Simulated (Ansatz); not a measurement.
System: diantimony, Sb2, net charge 0, singlet state. 
Coordinates optimised at B3LYP-D3(BJ)/def2-TZVP (Ansatz, a quantum-chemistry and plane-wave program):
```
Sb
Sb 1 2.4879
```

CCSD(T) with Ansatz in growing basis sets, 10 correlated electrons. Correlated levels leave the core frozen unless marked. Open shells are spin-unrestricted. Spin-orbit coupling is left out. The frozen core is the preceding noble-gas configuration, with the filled d and f shells of earlier blocks. Past Kr the def2 sets carry scalar-relativistic core potentials. Costs are ratios of core time to the smallest set, on shared machines of one kind, and rough; they hold the program's checks for lower states.

```
basis        functions  cost over smallest  E(corr) (Eh)  electronic atomisation energy (kcal/mol)
-----------  ---------  ------------------  ------------  ----------------------------------------
def2-SVPD           64                  1×       -0.2153                                      47.3
def2-TZVPPD        112                  3×       -0.2554                                      57.5
def2-QZVPPD        176                 10×       -0.2717                                      62.5
```

Formally CCSD grows as o²v⁴ and (T) as o³v⁴; with o = 5 and v going from 89 to 153 both grow 9-fold in the last step, while integrals and the mean field grow more slowly. That step adds 16.3 mEh of correlation energy and 5.0 kcal/mol to the atomisation energy.
